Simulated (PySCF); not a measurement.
This PySCF input asks for the NMR shieldings of SMILES C1N(BCB)CCC1, C5H13B2N; the geometry comes from PBE0-D3(BJ)/def2-SVP.

```python
import basis_set_exchange as bse
import numpy as np
from pyscf import gto, dft
from pyscf.prop import nmr

atoms = """
B     3.459829   -0.494969   -0.613284
C     2.986719   -1.521798    0.432845
B     1.964551   -0.601868    1.244631
N     0.628991   -0.478962    0.863767
C    -0.358475    0.341726    1.567933
C    -1.704588   -0.195823    1.101178
C    -1.408749   -0.582738   -0.344063
C    -0.009520   -1.183599   -0.250925
H     2.889190   -0.377797   -1.678060
H     4.357433    0.281802   -0.368677
H     2.453031   -2.383719    0.004314
H     3.776544   -1.832403    1.132124
H     2.331957    0.040562    2.204317
H    -0.250612    1.402910    1.278852
H    -0.213927    0.282413    2.655834
H    -1.980342   -1.089795    1.685000
H    -2.517403    0.536967    1.205651
H    -1.392666    0.319224   -0.977878
H    -2.141229   -1.278885   -0.776846
H     0.566991   -1.067473   -1.180358
H    -0.063909   -2.265647   -0.033066
"""
names = dict.fromkeys(["B", "C", "N", "H"], "pcSseg-1")
basis = {el: gto.basis.parse(bse.get_basis(n, elements=[el], fmt="nwchem")) for el, n in names.items()}
mol = gto.M(atom=atoms, basis=basis, charge=0, verbose=0)
mf = dft.RKS(mol, xc="CAM-B3LYP")
mf.grids.level = 2
mf.grids.alignment = dft.numint.BLKSIZE   # the property module wants whole blocks of grid points
mf.conv_tol = 1e-9
mf.kernel()

calc = nmr.RKS(mf)   # GIAO
C = mf.mo_coeff
Co = C[:, mf.mo_occ > 0]
resp = mf.gen_response(singlet=True, hermi=2)
def vind(x):   # induced exchange potential for any number of trial vectors
    d = np.einsum("pi,xij,qj->xpq", C, 2 * x.reshape(-1, C.shape[1], Co.shape[1]), Co, optimize=True)
    return np.einsum("xpq,pi,qj->xij", resp(d - d.transpose(0, 2, 1)), C, Co, optimize=True).ravel()
mo1, _ = nmr.rhf.solve_mo1(calc, with_cphf=vind)
sigma = calc.kernel(mo1)
for i, s in enumerate(sigma):   # ppm
    w = np.linalg.eigvalsh((s + s.T) / 2)
    print("%2d %-2s iso %8.1f  s11 %8.1f  s22 %8.1f  s33 %8.1f" % (i, mol.atom_pure_symbol(i), w.mean(), *w))
```

**Question.** Give the expected output.

**Answer.** 
```
 0 B  iso     14.0  s11    -68.2  s22    -22.0  s33    132.3
 1 C  iso    137.2  s11     67.5  s22    149.8  s33    194.3
 2 B  iso     59.1  s11     22.8  s22     46.6  s33    107.9
 3 N  iso    103.7  s11    -24.6  s22    152.4  s33    183.3
 4 C  iso    127.2  s11     92.4  s22    127.5  s33    161.8
 5 C  iso    153.2  s11    134.0  s22    161.9  s33    163.8
 6 C  iso    153.3  s11    132.1  s22    161.6  s33    166.1
 7 C  iso    133.2  s11    106.6  s22    130.8  s33    162.4
 8 H  iso     24.0  s11     16.6  s22     25.7  s33     29.7
 9 H  iso     24.0  s11     17.9  s22     26.1  s33     27.8
10 H  iso     28.7  s11     25.7  s22     28.9  s33     31.7
11 H  iso     28.4  s11     25.7  s22     27.3  s33     32.3
12 H  iso     26.3  s11     24.1  s22     25.9  s33     28.8
13 H  iso     28.1  s11     23.1  s22     27.1  s33     34.3
14 H  iso     27.8  s11     23.5  s22     27.2  s33     32.9
15 H  iso     29.7  s11     25.5  s22     27.4  s33     36.2
16 H  iso     29.7  s11     25.6  s22     26.7  s33     36.8
17 H  iso     29.7  s11     25.0  s22     27.7  s33     36.2
18 H  iso     29.5  s11     25.4  s22     26.8  s33     36.4
19 H  iso     27.6  s11     22.5  s22     27.7  s33     32.6
20 H  iso     28.1  s11     23.2  s22     27.5  s33     33.4
```

These numbers come from an equivalent density-fitted implementation of the same equations, which agrees with the script to about 0.01 ppm for H and up to a few tenths of a ppm for heavy atoms, so last digits may differ.

**Question.** Turn these shieldings into chemical shifts. Scale: 11B (σ = 99.35 ppm) vs BF3·OEt2; 13C (σ = 182.45 ppm), 1H (σ = 31.33 ppm) against TMS; 15N (σ = 267.29 ppm) against NH3 (reference shieldings calculated alike).

**Answer.** Averaging equivalent atoms: B 0: 85.3; B 2: 40.2; C 4/7: 52.2; C 1: 45.2; C 5/6: 29.2; N 3: 163.6; H 8/9: 7.36; H 12: 5.06; H 13/14/19/20: 3.42; H 10/11: 2.74; H 15/16/17/18: 1.68 ppm. Experimental scales use liquid or dissolved standards, which lie at an offset from isolated NH3 (liquid NH3: subtract about 20 ppm). Unscaled 15N shifts of sp2 nitrogen come out 20 to 40 ppm too high even then.

Size and cost of the density-fitted run: 201 basis functions, 66 s wall time on 1 thread of an Arm Neoverse N1, shared host; peak memory 1.1 GiB.
